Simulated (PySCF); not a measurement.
Computed shifts of a molecule CH₈O₂Si₃, HF/pcSseg-1 (PySCF), GIAO, gas phase, atoms alike by connectivity averaged where their shifts nearly agree, in ppm (number of nuclei): ¹³C: 177.1 (1). ²⁹Si: -9.6 (1), -88.7 (1), -99.3 (1). ¹H: 8.09 (1), 4.98 (2), 3.78 (3), 3.40 (1), 3.17 (1). References: ¹⁷O against H2O (σ = 333.0 ppm); ¹³C against TMS (σ = 192.6 ppm); ²⁹Si against TMS (σ = 393.8 ppm); ¹H against TMS (σ = 31.99 ppm), references at their B3LYP-D3(BJ)/def2-TZVP geometries, non-relativistic. Geometry: TPSSh-D3(BJ)/def2-SVP. One conformer was computed; it need not be the lowest.

Task: Which molecule gave these data?
A) O[SiH2][Si@H]1C[SiH2]O1
B) C1O[SiH2][SiH2]O[SiH2]1
C) O=CO[SiH2][SiH2][SiH3]
D) [SiH3]O[Si@@H]1C[SiH2]O1

Result: C, O=CO[SiH2][SiH2][SiH3]
